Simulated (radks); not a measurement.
The numbers below are computed, except where a source is named.
These are the eigenvalues of the occupied orbitals of an atom or ion with whole-number occupations (hartree). Level of theory: Dirac Kohn-Sham, exchange-only PBE, spin-unpolarised, spherical densities, finite nucleus; Fermi nuclear charge, rms radius of each element as measured or else 0.836 A^(1/3) + 0.57 fm (a radial shooting solver on a logarithmic mesh with Libxc functionals).

| orbital | eigenvalue |
|---|---|
| 1s1/2 | -3234.633 |
| 2s1/2 | -581.1080 |
| 2p1/2 | -558.4590 |
| 2p3/2 | -477.9994 |
| 3s1/2 | -142.2347 |
| 3p1/2 | -131.9558 |
| 3p3/2 | -114.0026 |
| 3d3/2 | -97.01350 |
| 3d5/2 | -93.19170 |
| 4s1/2 | -34.98458 |
| 4p1/2 | -30.52459 |
| 4p3/2 | -26.12647 |
| 4d3/2 | -18.83801 |
| 4d5/2 | -18.01648 |
| 5s1/2 | -8.80338 |
| 4f5/2 | -8.57722 |
| 4f7/2 | -8.39146 |
| 5p1/2 | -7.25575 |
| 5p3/2 | -6.39324 |
| 5d3/2 | -4.16485 |
| 5d5/2 | -4.04665 |

Which element is it, and in what charge state? The configuration may be excited. Open shells, if any, fill j = l - 1/2 first.

Answer. Z = 82, lead, charge +7: Pb7+ in [Xe] 4f14 5d7. The list shows which subshells hold electrons but not how many an open one holds; the 1s level, -3234.6 hartree, gives Z - s = 80.4 by -(Z - s)^2/2, which with screening and relativity narrows Z to a few neighbours, and the depths of the outer levels then fix element, charge and occupations together.
